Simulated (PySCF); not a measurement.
Isomers of C5H13OPSi2, one GFN2-xTB conformer each. Single-point energies are computed at PBE0/pcSseg-1 (PySCF, gas phase, no added dispersion term), electronic only.

Question: Rank them by PBE0/pcSseg-1 energy, lowest first (kJ/mol).
A. `[CH2:1]=[C:2]([CH2:3][SiH3:4])[Si@@:5]1([PH2:6])[CH2:7][CH2:8][O:9]1` with C1–C2–C3–Si4 100°, C1–C2–Si5–P6 -42°, C2–Si5–P6–H 33° and -60°
B. `[O:1]=[CH:2]/[CH:3]=[CH:4]/[Si@@H:5]([PH2:6])[CH2:7][CH2:8][SiH3:9]` with O1–C2–C3–C4 180°, C3–C4–Si5–P6 -11°, C4–Si5–P6–H -158° and -65°, C4–Si5–C7–C8 -158°, Si5–C7–C8–Si9 -72°
C. `[CH:1]#[C:2][C@@H:3]([CH3:4])[Si@H:5]([O:6][CH3:7])[SiH2:8][PH2:9]` with C2–C3–Si5–O6 -173°, C3–Si5–O6–C7 -72°, C3–Si5–Si8–P9 -72°, Si5–Si8–P9–H 164° and 71°
D. `[O:1]=[CH:2]/[CH:3]=[CH:4]\[Si@H:5]([PH2:6])[CH2:7][CH2:8][SiH3:9]` with O1–C2–C3–C4 178°, C3–C4–Si5–P6 -75°, C4–Si5–P6–H 59° and 152°, C4–Si5–C7–C8 163°, Si5–C7–C8–Si9 -177°

Answer: A (0.0), B (57.2), D (62.7), C (103.5).

As drawn, the lowest has a four-membered ring and a C=C bond outside aromatic rings, which the highest lacks; the highest has a C≡C bond and an Si–Si bond, which the lowest lacks. Neighbours under 10 kJ/mol apart (O=C/C=C/[Si@@H](P)CC[SiH3] and O=C/C=C\[Si@H](P)CC[SiH3]) can change places with a better method, another conformer or zero-point energy. O=C/C=C/[Si@@H](P)CC[SiH3] and O=C/C=C\[Si@H](P)CC[SiH3] are stereoisomers, 5.5 kJ/mol apart in the conformers taken. GFN2-xTB itself gives, in the same order: 0.0, 129.2, 129.7, 53.5. Both levels put the same isomer lowest; measured from each level's own lowest isomer, the values differ by up to 72.0 kJ/mol (O=C/C=C/[Si@@H](P)CC[SiH3]: 129.2 against 57.2).

Which frontier levels, dipoles and rotational constants go with these structures?

```json
{"SMILES": "C=C(C[SiH3])[Si@@]1(P)CCO1", "HOMO (eV, PBE0/pcSseg-1)": "-7.11", "LUMO (eV)": "-0.70", "dipole (D)": "1.96", "A, B, C (MHz)": "1182, 721.7, 617.2"}
{"SMILES": "O=C/C=C/[Si@@H](P)CC[SiH3]", "HOMO (eV, PBE0/pcSseg-1)": "-7.54", "LUMO (eV)": "-2.13", "dipole (D)": "3.71", "A, B, C (MHz)": "2078, 372.7, 340.7"}
{"SMILES": "O=C/C=C\\[Si@H](P)CC[SiH3]", "HOMO (eV, PBE0/pcSseg-1)": "-7.54", "LUMO (eV)": "-2.32", "dipole (D)": "2.82", "A, B, C (MHz)": "2167, 355.9, 321.1"}
{"SMILES": "C#C[C@@H](C)[Si@H](OC)[SiH2]P", "HOMO (eV, PBE0/pcSseg-1)": "-7.26", "LUMO (eV)": "-0.52", "dipole (D)": "2.46", "A, B, C (MHz)": "1080, 736.8, 468.8"}
```
